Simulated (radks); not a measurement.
The numbers below are computed, except where a source is named.
Ionisation of neutral lutetium, [Xe] 4f14 5d1 6s2, to Lu+, [Xe] 4f14 6s2, under several functionals. Scalar-relativistic Kohn-Sham, spin-unpolarised, spherical densities, finite nucleus; a radial shooting solver on a logarithmic mesh with Libxc functionals.

| functional | E(Lu) (hartree) | Exc (hartree) | IE (eV) | -e(HOMO) (eV) | <r> HOMO (bohr) | IE error (eV) |
|---|---|---|---|---|---|---|
| Wu-Cohen GGA | -14560.3866 | -299.0288 | 5.304 | 1.768 | 2.901 | -0.122 |
| XLYP | -14563.2585 | -301.8868 | 5.171 | 1.651 | 2.947 | -0.255 |
| exchange-only r2SCAN | -14558.7295 | -296.3018 | 4.114 | 0.766 | 3.041 | -1.312 |
| PW91 | -14563.0026 | -301.6539 | 5.320 | 1.800 | 2.925 | -0.106 |
| MS2 meta-GGA | -14560.9858 | -299.1511 | 5.202 | 1.727 | 2.911 | -0.224 |
| LDA (Slater exchange, Perdew-Wang correlation) | -14552.6560 | -291.3043 | 5.488 | 1.918 | 2.877 | +0.062 |

NIST Atomic Spectra Database: 5.426 eV (measured). Closest: LDA (Slater exchange, Perdew-Wang correlation). The Delta-SCF values span 1.37 eV, the total energies 10.60 hartree. The highest occupied level is 5d. Spin polarisation and multiplet splitting are left out, so open shells lie too high by an amount that depends on their filling. Spin-orbit splitting is averaged out at the scalar-relativistic level.

Beside tabulated values, note that spin-unpolarised runs miss the spin-polarisation part of the exchange energy of open shells.
